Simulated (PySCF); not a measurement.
Mo(O)(NMe)(SH)2 (CH5MoNOS2), SMILES C[N]=[Mo](=[O])([SH])[SH], multiplicity 1.

Coordinates come from a PBE-D3(BJ)/def2-SVP optimisation. The spin state was assumed, not searched. The def2 effective core potentials stand for the cores of Mo; spin–orbit coupling is left out. Other conformers were not sampled.

The numbers are results of PBE-D3(BJ)/def2-SVP (PySCF), not measurements.

Frequencies are harmonic and unscaled.

Computed vibrational spectrum:
```json
[
 {"mode": "1", "ν (cm⁻¹)": "77", "IR (km/mol)": "1.8", "moving atoms (share of kinetic energy)": "H 36 %, S 29 %, C 29 %"},
 {"mode": "2", "ν (cm⁻¹)": "81", "IR (km/mol)": "0.0", "moving atoms (share of kinetic energy)": "H 82 %, C 9 %"},
 {"mode": "3", "ν (cm⁻¹)": "97", "IR (km/mol)": "4.4", "moving atoms (share of kinetic energy)": "S 29 %, C 26 %, H 17 %, Mo 16 %, O 11 %"},
 {"mode": "4", "ν (cm⁻¹)": "111", "IR (km/mol)": "0.3", "moving atoms (share of kinetic energy)": "S 74 %, Mo 17 %"},
 {"mode": "5", "ν (cm⁻¹)": "164", "IR (km/mol)": "3.2", "moving atoms (share of kinetic energy)": "O 45 %, S 15 %, Mo 11 %, N 11 %, C 10 %"},
 {"mode": "6", "ν (cm⁻¹)": "175", "IR (km/mol)": "1.6", "moving atoms (share of kinetic energy)": "O 48 %, H 30 %, S 10 %, N 9 %"},
 {"mode": "7", "ν (cm⁻¹)": "251", "IR (km/mol)": "14.0", "moving atoms (share of kinetic energy)": "H 56 %, O 25 %, S 15 %"},
 {"mode": "8", "ν (cm⁻¹)": "306", "IR (km/mol)": "22.8", "moving atoms (share of kinetic energy)": "H 89 %, S 9 %"},
 {"mode": "9", "ν (cm⁻¹)": "316", "IR (km/mol)": "4.9", "moving atoms (share of kinetic energy)": "S 39 %, N 32 %, O 13 %, H 12 %"},
 {"mode": "10", "ν (cm⁻¹)": "340", "IR (km/mol)": "12.8", "moving atoms (share of kinetic energy)": "N 46 %, S 27 %, H 24 %"},
 {"mode": "11", "ν (cm⁻¹)": "398", "IR (km/mol)": "6.4", "moving atoms (share of kinetic energy)": "S 38 %, Mo 23 %, N 22 %, O 10 %"},
 {"mode": "12", "ν (cm⁻¹)": "422", "IR (km/mol)": "44.6", "moving atoms (share of kinetic energy)": "Mo 40 %, S 32 %, N 16 %, H 9 %"},
 {"mode": "13", "ν (cm⁻¹)": "601", "IR (km/mol)": "26.9", "moving atoms (share of kinetic energy)": "H 78 %, C 10 %"},
 {"mode": "14", "ν (cm⁻¹)": "608", "IR (km/mol)": "5.4", "moving atoms (share of kinetic energy)": "H 91 %"},
 {"mode": "15", "ν (cm⁻¹)": "676", "IR (km/mol)": "4.2", "moving atoms (share of kinetic energy)": "C 34 %, H 27 %, Mo 19 %, N 18 %"},
 {"mode": "16", "ν (cm⁻¹)": "974", "IR (km/mol)": "116.8", "moving atoms (share of kinetic energy)": "O 82 %, Mo 15 %"},
 {"mode": "17", "ν (cm⁻¹)": "1044", "IR (km/mol)": "0.0", "moving atoms (share of kinetic energy)": "H 71 %, C 21 %, N 9 %"},
 {"mode": "18", "ν (cm⁻¹)": "1051", "IR (km/mol)": "2.2", "moving atoms (share of kinetic energy)": "H 71 %, C 19 %"},
 {"mode": "19", "ν (cm⁻¹)": "1290", "IR (km/mol)": "43.5", "moving atoms (share of kinetic energy)": "N 62 %, C 29 %"},
 {"mode": "20", "ν (cm⁻¹)": "1359", "IR (km/mol)": "1.5", "moving atoms (share of kinetic energy)": "H 82 %, N 13 %"},
 {"mode": "21", "ν (cm⁻¹)": "1384", "IR (km/mol)": "21.7", "moving atoms (share of kinetic energy)": "H 95 %"},
 {"mode": "22", "ν (cm⁻¹)": "1387", "IR (km/mol)": "7.4", "moving atoms (share of kinetic energy)": "H 97 %"},
 {"mode": "23", "ν (cm⁻¹)": "2586", "IR (km/mol)": "3.0", "moving atoms (share of kinetic energy)": "H 97 %"},
 {"mode": "24", "ν (cm⁻¹)": "2587", "IR (km/mol)": "0.5", "moving atoms (share of kinetic energy)": "H 97 %"},
 {"mode": "25", "ν (cm⁻¹)": "2928", "IR (km/mol)": "25.5", "moving atoms (share of kinetic energy)": "H 98 %"},
 {"mode": "26", "ν (cm⁻¹)": "3018", "IR (km/mol)": "5.6", "moving atoms (share of kinetic energy)": "H 90 %, C 10 %"},
 {"mode": "27", "ν (cm⁻¹)": "3022", "IR (km/mol)": "2.2", "moving atoms (share of kinetic energy)": "H 91 %, C 9 %"}
]
```
